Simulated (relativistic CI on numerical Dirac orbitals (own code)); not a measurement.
# d7 in a ligand field

Computed with a parametric ligand-field model of a d^n configuration (Racah B and C, spin-orbit zeta, crystal field), exact diagonalisation.

Field parameters in Wybourne normalisation: Oh B⁴₀ = 21Dq, B⁴₄ = √(5/14) B⁴₀; Td as Oh with Dq negative (B⁴₀ = 21Dq, B⁴₄ = √(5/14) B⁴₀). The field is a parameter set, without covalency.

(1) Ground term and bands for B = 680, C = 3440, ζ = 0 cm⁻¹, Td, 10Dq = -11700 cm⁻¹?

(2) Ground term and bands for B = 990, C = 4110, ζ = 0 cm⁻¹, Oh, 10Dq = 32600 cm⁻¹?

(3) Ground term and bands for B = 930, C = 3640, ζ = 0 cm⁻¹, Td, 10Dq = -8650 cm⁻¹?

(4) Ground term and bands for B = 500, C = 2080, ζ = 0 cm⁻¹, Oh, 10Dq = 21350 cm⁻¹?

(5) Ground term and bands for B = 840, C = 3380, ζ = 0 cm⁻¹, Td, 10Dq = -10050 cm⁻¹?

## Answers

(1) Ground term 4A2 with 4.00 electrons in the two orbitals of the cubic e set. Spin-allowed: 4T2 11700 cm⁻¹ (855 nm), 4T1 17707 cm⁻¹ (565 nm), 4T1 27593 cm⁻¹ (362 nm). Lowest spin-forbidden: 2E 15170 cm⁻¹ (659 nm), 2T1 15780 cm⁻¹ (634 nm), 2T2 21732 cm⁻¹ (460 nm). With an A2 ground term the first spin-allowed band lies at |10Dq| itself.

(2) Ground term 2E with 1.03 electrons in the two orbitals of the cubic e set. Spin-allowed: 2T1 29670 cm⁻¹ (337 nm), 2T2 30582 cm⁻¹ (327 nm), 2T1 36390 cm⁻¹ (275 nm), 2T2 51385 cm⁻¹ (195 nm). Lowest spin-forbidden: 4T1 12683 cm⁻¹ (788 nm), 4T2 43147 cm⁻¹ (232 nm), 4T1 55860 cm⁻¹ (179 nm).

(3) Ground term 4A2 with 4.00 electrons in the two orbitals of the cubic e set. Spin-allowed: 4T2 8650 cm⁻¹ (1156 nm), 4T1 14368 cm⁻¹ (696 nm), 4T1 25532 cm⁻¹ (392 nm). Lowest spin-forbidden: 2E 17057 cm⁻¹ (586 nm), 2T1 17918 cm⁻¹ (558 nm), 2T2 23056 cm⁻¹ (434 nm). With an A2 ground term the first spin-allowed band lies at |10Dq| itself.

(4) Ground term 2E with 1.02 electrons in the two orbitals of the cubic e set. Spin-allowed: 2T1 19769 cm⁻¹ (506 nm), 2T2 20264 cm⁻¹ (493 nm), 2T1 23286 cm⁻¹ (429 nm), 2T2 31521 cm⁻¹ (317 nm). Lowest spin-forbidden: 4T1 11239 cm⁻¹ (890 nm), 4T2 31432 cm⁻¹ (318 nm), 4T1 37776 cm⁻¹ (265 nm).

(5) Ground term 4A2 with 4.00 electrons in the two orbitals of the cubic e set. Spin-allowed: 4T2 10050 cm⁻¹ (995 nm), 4T1 16184 cm⁻¹ (618 nm), 4T1 26566 cm⁻¹ (376 nm). Lowest spin-forbidden: 2E 15848 cm⁻¹ (631 nm), 2T1 16650 cm⁻¹ (601 nm), 2T2 22115 cm⁻¹ (452 nm). With an A2 ground term the first spin-allowed band lies at |10Dq| itself.
